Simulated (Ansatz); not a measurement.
The Si3–H4 bond of CdH4Si (SMILES [SiH3][CdH]) is stretched (multiplicity 1, the rest rigid).
Geometry at rest (charge 0, multiplicity 1):
```json
[
 {"atom": "Cd", "x (Å)": "-0.5664", "y (Å)": "-0.3105", "z (Å)": "-0.0798"},
 {"atom": "H", "x (Å)": "-2.0453", "y (Å)": "-1.1213", "z (Å)": "-0.2881"},
 {"atom": "Si", "x (Å)": "1.6349", "y (Å)": "0.8963", "z (Å)": "0.2303"},
 {"atom": "H", "x (Å)": "2.2491", "y (Å)": "0.5938", "z (Å)": "1.5500"},
 {"atom": "H", "x (Å)": "1.4709", "y (Å)": "2.3720", "z (Å)": "0.1537"},
 {"atom": "H", "x (Å)": "2.6257", "y (Å)": "0.5132", "z (Å)": "-0.8099"}
]
```

Frozen-core correlation.

The values were computed with Ansatz (a quantum-chemistry and plane-wave program) with Gaussian orbitals. Each number belongs to the level named beside it. In def2 rows elements past Kr take small-core potentials, without spin–orbit coupling.

Energies above the point at 1.487 Å (the B3LYP-D3(BJ) bond length), FIC-MRCISD+Q on CASSCF(2,2)/def2-TZVPP (kcal/mol): 5.58 at 1.338 Å; 3.63 at 1.635 Å; 89.89 at 4.758 Å.

**Question.** Take the last value as the depth D of a Morse curve D(1 − e^(−a(R − R₀)))², fit a and R₀ to the two near points, and test it at 2.007 and 2.602 Å.

**Answer.** 
With D = 89.9, both near points (counted from the curve's value at 1.487 Å) are met by a = 1.50 Å⁻¹ and R₀ = 1.486 Å, so k = 2Da² = 406 kcal/(mol Å²). The curve then gives 26.5 and 59.4 kcal/mol; the level itself gives 27.3 and 63.8, so Morse is off by -0.8 and -4.4.
